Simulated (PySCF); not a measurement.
# Vertical excitation energies

Species: C₅H₈N₂Si.
SMILES: `C=Cc1cncn1[SiH3]`

Computed, not measured: TDDFT CAM-B3LYP/def2-SVPD, vertical, gas phase, core orbitals frozen in the response in PySCF. Geometry: PBE0-D3(BJ)/def2-SVP, one conformer, isolated molecule. Torsions of this conformer, `[CH2:1]=[CH:2][c:3]1[cH:4][n:5][cH:6][n:7]1[SiH3:8]`: C1–C2–C3–C4 -1°.

| state | E (eV) | ν̃ (cm⁻¹) | f | \|μ\| (D) | symmetry | main configurations (H = HOMO, L = LUMO) |
| --- | --- | --- | --- | --- | --- | --- |
| S1 | 4.89 | 39460 | 0.367 | 4.45 | A′ | H→L (97%) |
| S2 | 5.80 | 46790 | 0.0026 | 0.35 | A″ | H→L+1 (90%) |
| S3 | 6.04 | 48680 | 0.0000 | 0.03 | – | H-1→L (89%) |
| S4 | 6.19 | 49970 | 0.019 | 0.91 | A′ | H→L+4 (55%), H-2→L (22%), H→L+6 (15%) |
| S5 | 6.27 | 50590 | 0.0020 | 0.29 | – | H→L+2 (75%), H→L+5 (15%) |
| S6 | 6.32 | 50970 | 0.0008 | 0.18 | – | H→L+3 (93%) |
| S7 | 6.62 | 53390 | 0.0007 | 0.17 | – | H→L+5 (74%), H→L+2 (16%) |
| S8 | 6.80 | 54840 | 0.153 | 2.44 | A′ | H-2→L (67%), H→L+6 (19%), H→L+4 (9%) |
| S9 | 6.98 | 56300 | 0.097 | 1.91 | A′ | H→L+6 (62%), H→L+4 (29%) |
| S10 | 6.99 | 56380 | 0.0063 | 0.49 | A″ | H-1→L+4 (57%), H-1→L+6 (24%) |

Triplets (Tamm–Dancoff): T1 2.98 eV, H→L (92%); T2 4.69 eV, H→L+6 (28%), H→L+4 (27%), H-3→L (26%); T3 5.30 eV, H-2→L (33%), H→L+4 (25%), H→L+11 (11%); T4 5.76 eV, H→L+1 (88%).

The lowest singlet lies at 4.89 eV (253 nm, ultraviolet) and is strong; its leading configuration is HOMO→LUMO (97%). The lowest level is also the most intense of those listed (f = 0.367). S9/S10 lie within about 0.01 eV of each other. Löwdin shares by element: HOMO carbon 70% or more (atoms not listed hold the other 30%); LUMO carbon 65% or more (atoms not listed hold the other 35%). Weighted by f, the mean energy of these states is 5.73 eV. Of the 10 states listed, 4 reach f = 0.01 and 1 stays under 0.0005. The listed states span 2.10 eV, and the widest gap between neighbours is 0.91 eV (S1 to S2). The vertical ionisation energy (ΔSCF) is 8.06 eV, 1.07 eV above S10. Symmetry labels in Cs follow from the direction of the transition dipole and are given only for states with f of 0.002 or more. Only the lowest 10 singlets were computed, as vertical energies without vibronic structure.

The run took 1.7 min wall on one thread, Arm Neoverse V2 (aarch64), shared host with 96 logical CPUs at a one-minute load of 54, and the process peaked at 1.3 GiB of memory.
